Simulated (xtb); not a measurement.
C5H8O2, charge +1, doublet, geometry from GFN2-xTB (a state made from the parent by changing its charge; the spin is typed, not shown lowest); GFN2-xTB with GBSA(toluene) in xtb.

xtb was given this input:
```
$ xtb mol.xyz --gfn 2 --chrg 1 --uhf 1 --gbsa toluene --json

# file mol.xyz
15

C      2.60263946    -0.12871509     0.10231934
C      1.12438535    -0.41689259     0.23520069
O      0.72569297    -1.52472590     0.51452611
C      0.26971872     0.70828685    -0.05556608
C     -1.09787445     0.53360203    -0.21830131
C     -1.72617370    -0.79720715    -0.19539079
O     -1.91609328     1.54068039    -0.31575024
H      2.82010427     0.42035845    -0.81068512
H      2.88057023     0.48928791     0.95867353
H      3.15884412    -1.06296176     0.12574651
H      0.72626747     1.67934407    -0.17682735
H     -2.76827607    -0.73172001     0.11221915
H     -1.66634298    -1.27748671    -1.17545797
H     -1.15141565    -1.46450507     0.47531935
H     -1.51272102     2.42560309    -0.30876618
```

**Question.** Predict the main parts of the log of this xtb run.

**Answer.** 
```
   ID    Z sym.   atoms
    1    6 C      1, 2, 4-6
    2    8 O      3, 7
    3    1 H      8-15

           -------------------------------------------------
          |                Calculation Setup                |
           -------------------------------------------------

           -------------------------------------------------
          |                 G F N 2 - x T B                 |
           -------------------------------------------------

      * Solvation model:               GBSA
        Solvent                        toluene
        Parameter file                 internal GFN2-xTB/GBSA
        Dielectric constant                7.0000E+00
        Reference state                gsolv [1 M gas/solution]
        Free energy shift                  4.5239E-03 Eh       2.8388E+00 kcal/mol
        Temperature                        2.9815E+02 K
        Density                            8.6700E-01 kg/L
        Solvent mass                       9.2140E+01 g/mol
        Interaction kernel             Still
        Born radius scaling (c1)           1.5686E+00
        Born radii integrator          GBOBC
        Born offset                        0.0000E+00 a0       0.0000E+00 AA
        H-bond correction              false
        Ion screening                  false
        Surface tension                    1.0000E-05 Eh       1.5569E+01 dyn/cm
        Grid points                               230 per atom

          ...................................................
          :                      SETUP                      :
          :.................................................:
          :  # basis functions                  36          :
          :  # atomic orbitals                  36          :
          :  # shells                           22          :
          :  # electrons                        39          :
          :  max. iterations                   250          :
          :  Hamiltonian                  GFN2-xTB          :
          :  restarted?                      false          :
          :  GBSA solvation                   true          :
          :  PC potential                    false          :
          :  electronic temp.          300.0000000     K    :
          :  accuracy                    1.0000000          :
          :  -> integral cutoff          0.2500000E+02      :
          :  -> integral neglect         0.1000000E-07      :
          :  -> SCF convergence          0.1000000E-05 Eh   :
          :  -> wf. convergence          0.1000000E-03 e    :
          :  Broyden damping             0.4000000          :
          :  net charge                          1          :
          :  unpaired electrons                  1          :
          ...................................................

 iter      E             dE          RMSdq      gap      omega  full diag
   1    -22.6899971 -0.226900E+02  0.473E+00    3.96       0.0  T
   2    -22.7137340 -0.237369E-01  0.258E+00    2.97       1.0  T
   3    -22.6967010  0.170330E-01  0.275E+00    3.19       1.0  T
   4    -22.7484765 -0.517755E-01  0.838E-01    3.40       1.0  T
   5    -22.7528773 -0.440083E-02  0.293E-01    3.25       1.0  T
   6    -22.7531783 -0.300937E-03  0.156E-01    3.27       1.0  T
   7    -22.7532236 -0.453368E-04  0.525E-02    3.26       1.0  T
   8    -22.7532365 -0.129133E-04  0.219E-02    3.27       1.2  T
   9    -22.7532382 -0.166402E-05  0.638E-03    3.27       4.0  T
  10    -22.7532383 -0.121910E-06  0.435E-03    3.27       5.9  T
  11    -22.7532384 -0.980822E-07  0.135E-03    3.27      19.1  T
  12    -22.7532384 -0.627951E-08  0.885E-04    3.27      29.2  T
  13    -22.7532384 -0.527419E-08  0.146E-04    3.27     177.3  T

   *** convergence criteria satisfied after 13 iterations ***

         :::::::::::::::::::::::::::::::::::::::::::::::::::::
         ::                     SUMMARY                     ::
         :::::::::::::::::::::::::::::::::::::::::::::::::::::
         :: total energy             -22.473883927535 Eh    ::
         :: total w/o Gsasa/hb       -22.467450404442 Eh    ::
         :: gradient norm              0.007947489330 Eh/a0 ::
         :: HOMO-LUMO gap              3.266510576076 eV    ::
         ::.................................................::
         :: SCC energy               -22.753222921590 Eh    ::
         :: -> isotropic ES            0.121375515799 Eh    ::
         :: -> anisotropic ES         -0.011219794009 Eh    ::
         :: -> anisotropic XC          0.008158455748 Eh    ::
         :: -> dispersion             -0.007668114974 Eh    ::
         :: -> Gsolv                  -0.076946346739 Eh    ::
         ::    -> Gelec               -0.070512823646 Eh    ::
         ::    -> Gsasa               -0.010957402965 Eh    ::
         ::    -> Ghb                  0.000000000000 Eh    ::
         ::    -> Gshift               0.004523879872 Eh    ::
         :: repulsion energy           0.279338994055 Eh    ::
         :: add. restraining           0.000000000000 Eh    ::
         :: total charge               1.000000000000 e     ::
         :::::::::::::::::::::::::::::::::::::::::::::::::::::

           -------------------------------------------------
          |                Property Printout                |
           -------------------------------------------------

    * Orbital Energies and Occupations

         #    Occupation            Energy/Eh            Energy/eV
      -------------------------------------------------------------
         1        2.0000           -0.8015231             -21.8106
       ...           ...                  ...                  ...
         8        2.0000           -0.6324584             -17.2101
         9        2.0000           -0.6281902             -17.0939
        10        2.0000           -0.6141529             -16.7120
        11        2.0000           -0.5996160             -16.3164
        12        2.0000           -0.5917719             -16.1029
        13        2.0000           -0.5669158             -15.4266
        14        2.0000           -0.5354901             -14.5714
        15        2.0000           -0.5301628             -14.4265
        16        2.0000           -0.5289591             -14.3937
        17        2.0000           -0.5231618             -14.2360
        18        2.0000           -0.5183822             -14.1059
        19        1.9994           -0.4783481             -13.0165
        20        1.0006           -0.4641771             -12.6309 (HOMO)
        21                         -0.3441350              -9.3644 (LUMO)
        22                         -0.2469491              -6.7198
        23                         -0.0008071              -0.0220
        24                          0.0425894               1.1589
        25                          0.0651516               1.7729
        26                          0.1160141               3.1569
        27                          0.1227704               3.3408
        28                          0.1384446               3.7673
        29                          0.1485172               4.0414
        30                          0.1644338               4.4745
        31                          0.1698497               4.6218
       ...                                ...                  ...
        36                          0.5845870              15.9074
      -------------------------------------------------------------
                  HL-Gap            0.1200421 Eh            3.2665 eV
             Fermi-level           -0.4377093 Eh          -11.9107 eV

     #   Z          covCN         q      C6AA      α(0)
     1   6 C        3.756    -0.136    23.162     6.862
     2   6 C        2.818     0.270    22.437     7.761
     3   8 O        0.858    -0.245    18.817     5.816
     4   6 C        2.897    -0.078    29.952     8.973
     5   6 C        2.821     0.229    23.195     7.891
     6   6 C        3.754    -0.146    23.367     6.893
     7   8 O        1.662    -0.257    18.268     5.770
     8   1 H        0.925     0.127     1.557     1.952
     9   1 H        0.924     0.144     1.430     1.870
    10   1 H        0.925     0.113     1.670     2.021
    11   1 H        0.926     0.131     1.524     1.930
    12   1 H        0.925     0.136     1.493     1.911
    13   1 H        0.924     0.155     1.356     1.821
    14   1 H        0.922     0.189     1.157     1.683
    15   1 H        0.804     0.366     0.553     1.168

 Mol. C6AA /au·bohr⁶  :       1792.649180
 Mol. C8AA /au·bohr⁸  :      41099.357172
 Mol. α(0) /au        :         64.322352

Wiberg/Mayer (AO) data.
largest (>0.10) Wiberg bond orders for each atom

 ---------------------------------------------------------------------------
     #   Z sym  total        # sym  WBO       # sym  WBO       # sym  WBO
 ---------------------------------------------------------------------------
     1   6 C    3.944 --    10 H    0.971     8 H    0.951     2 C    0.934
                             9 H    0.909
     2   6 C    3.919 --     3 O    1.737     4 C    1.133     1 C    0.934
     3   8 O    2.268 --     2 C    1.737     4 C    0.165
     4   6 C    3.879 --     5 C    1.393     2 C    1.133    11 H    0.950
                             3 O    0.165
     5   6 C    3.921 --     4 C    1.393     7 O    1.285     6 C    1.094
     6   6 C    3.964 --     5 C    1.094    12 H    0.953    13 H    0.900
                            14 H    0.816
     7   8 O    2.361 --     5 C    1.285    15 H    0.838
     8   1 H    0.984 --     1 C    0.951
     9   1 H    0.978 --     1 C    0.909
    10   1 H    0.987 --     1 C    0.971
    11   1 H    0.983 --     4 C    0.950
    12   1 H    0.980 --     6 C    0.953
    13   1 H    0.976 --     6 C    0.900
    14   1 H    0.963 --     6 C    0.816
    15   1 H    0.866 --     7 O    0.838
 ---------------------------------------------------------------------------

Topologies differ in total number of bonds
Writing topology from bond orders to xtbtopo.mol

molecular dipole:
                 x           y           z       tot (Debye)
 q only:        0.126       1.140      -0.334
   full:        0.329       1.382      -0.372       3.732
molecular quadrupole (traceless):
                xx          xy          yy          xz          yz          zz
 q only:       10.043       1.685      -0.219       1.401       0.178      -9.824
  q+dip:        8.715       1.900       0.721       1.422       0.308      -9.436
   full:        8.179       1.736       0.040       1.385       0.658      -8.218

           -------------------------------------------------
          | TOTAL ENERGY              -22.473883927535 Eh   |
          | GRADIENT NORM               0.007947489330 Eh/α |
          | HOMO-LUMO GAP               3.266510576076 eV   |
           -------------------------------------------------

normal termination of xtb
```
